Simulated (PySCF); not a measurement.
Compound: C5H6NS (doublet state).
Atom-mapped SMILES: `[N:1]#[C:2][C:3]1[CH2:4][CH2:5][CH2:6][S:7]1` (hydrogens: H8, H9 on C4; H10, H11 on C5; H12, H13 on C6)

Cartesian coordinates in Å at the GFN2-xTB level; atoms count from 1:
```
atom  x, y, z in Å
N1     3.6770    0.4247    0.0699
C2     2.5185    0.4174    0.0237
C3     1.1539    0.3778   -0.0237
C4     0.3211   -0.7462    0.5083
C5    -1.0181   -0.6546   -0.2199
C6    -1.3593    0.8248   -0.2935
S7     0.2167    1.6709   -0.6858
H8     0.8155   -1.7064    0.3502
H9     0.1743   -0.6200    1.5890
H10   -0.9135   -1.0580   -1.2292
H11   -1.8008   -1.2097    0.2972
H12   -2.0812    1.0687   -1.0692
H13   -1.7086    1.2109    0.6653
```

The hyperfine couplings belong to this conformer and change with its torsions.

The calculation used PySCF, UKS B3LYP, pcH-1 on C H N S, non-relativistic, mean-field spin-orbit, GIAO. The structure is a single GFN2-xTB conformer in the gas phase; no vibrational or solvent corrections. The geometry wasn't refined by DFT: couplings that depend on bond lengths, twists or pyramidal angles can differ widely from those at the functional's own minimum. No stability test was run, so a lower SCF solution isn't excluded.

Problem. Break the g tensor into its mass correction, gauge correction and orbital-Zeeman/spin–orbit terms.

Solution. 
```csv
Δg (ppt),1,2,3
relativistic mass correction,-0.20,-0.20,-0.20
gauge correction,0.00,0.04,0.04
orbital Zeeman/spin–orbit,-0.31,2.77,7.84
total,-0.51,2.61,7.68
```

So g = 2.00181, 2.00493, 2.01000 and g_iso = 2.00558; the tensor is rhombic: the two nearest values differ by 38 % of g3 − g1. Axes: g3 points within 15° of the C6–S7 bond.

Problem. Average each term over the three axes. Which is largest in size?

Solution. The orbital-Zeeman/spin–orbit term 3.43, the mass correction -0.20 and the gauge correction 0.02 ppt, for a total of 3.26 ppt. The orbital-Zeeman/spin–orbit term is the largest in size. The mass correction is the same along every axis, so the anisotropy comes from the other two: their spans along these axes are 0.04 (gauge) and 8.14 ppt (orbital Zeeman/spin–orbit).

Problem. At 93.943 GHz, how far is the centre of the isotropic spectrum from where a free electron (g = 2.002319) resonates?

Solution. B = hν/(g μB) with μB/h = 13.99624 MHz/mT gives 3352.12 mT for the free electron and 3346.67 mT at g_iso, 5.45 mT lower.

Problem. What are the electron Larmor frequencies g μB B/h along the three axes at 1200 mT?

Solution. 33.6214, 33.6738, 33.7589 GHz for g1, g2 and g3, a range of 137.5 MHz.

Problem. In a frozen sample, at which fields do the three g values resonate at 9.5, 34, 94 and 263 GHz (hyperfine left aside), and which band first spreads them over more than twice a line width of 1.0 mT?

Solution. 
| band | GHz | B(g3) mT | B(g2) mT | B(g1) mT | spread mT |
| --- | --- | --- | --- | --- | --- |
| X | 9.5 | 337.69 | 338.54 | 339.07 | 1.38 |
| Q | 34.0 | 1208.57 | 1211.62 | 1213.51 | 4.94 |
| W | 94.0 | 3341.34 | 3349.78 | 3355.00 | 13.67 |
| J | 263.0 | 9348.64 | 9372.26 | 9386.88 | 38.24 |

The spread grows in proportion to the frequency. Q band is the first where it exceeds 2.0 mT.

Largest spin populations (Mulliken): C3 (+0.63), N1 (+0.32), S7 (+0.21) and C2 (-0.16). Three atoms exceed +0.15. The angles at C3 add up to 360.0°, so it is planar.

The HOMO–LUMO gaps are 5.36 eV among the α and 4.91 eV among the β orbitals.
